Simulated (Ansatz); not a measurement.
Reaction (germylene formation by 1,1-elimination): `C[O][GeH]([F])[SeH]` → `C[O][Ge][F]` + H₂Se

Calculated with Ansatz (gas phase, PBE0-D4/def2-TZVP geometries, no zero-point term in ΔE). CBS: MP2 limit from def2 TZ/QZ plus the TZ coupled-cluster correction, frozen cores. For Ge, Se outer-core shells are correlated without core-valence functions, which leaves a few kJ/mol of doubt a bond. Scalar relativity is left out up to krypton. One conformer a species, not always the lowest.

| species | SCS-MP2/def2-TZVPP energy (Eh) |
| --- | --- |
| `C[O][GeH]([F])[SeH]` | -4691.61726 |
| `C[O][Ge][F]` | -2290.29862 |
| H₂Se | -2401.28007 |

(1) Work out ΔE.

Largest T1 diagnostic among the species: 0.015.

Answers

(1) ΔE = (-2290.29862) + (-2401.28007) − (-4691.61726) = 0.03857 Eh = +101.3 kJ/mol. CCSD(T)/CBS gives +90.3 kJ/mol.

The D4 term adds +14.5 kJ/mol with B3LYP and +8.0 kJ/mol with PBE0; it sums over pairs of atoms, weighted by their polarisabilities, and B3LYP, whose exchange is more repulsive, gets the larger term. In def2-TZVPP, CCSD(T) changes the Hartree–Fock value by +10.7 kJ/mol (the triples alone add +1.2 kJ/mol) and MP2 by +22.0 kJ/mol. From PBE to PBE0 (25 % exact exchange), in def2-TZVPP and without D4, ΔE moves by +21.3 kJ/mol.

B3LYP here is the variant with VWN-RPA as its local correlation; programs differ in this.
